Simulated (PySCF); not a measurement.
**How methods differ on the excitation energy of Zr²⁺**

Zr²⁺ [Kr] 4d2 (3F) → Zr²⁺ [Kr] 4d1 5p1 (high-spin determinant), as a difference of total energies. All numbers are calculated (PySCF 2.14, a scalar-relativistic core potential, in aug-cc-pVTZ-PP with ECP28MDF). Correlated levels: valence: 4s2 4p6 frozen. The calculations carry no spin-orbit coupling.

```
           method  excitation energy (cm⁻¹)
              UHF                     54253
              LDA                     52276
              PBE                     52841
             PBE0                     54267
           r2SCAN                     54620
          r2SCANh                     54998
            wB97X                     55531
            B3LYP                     53511
          wB97M-V                     54497
    MP2 (valence)                     54370
SCS-MP2 (valence)                     54292
```

The determinant of the upper state mixes LS terms, which raises its energy above the lowest term, most at the Hartree-Fock and MP2 levels.
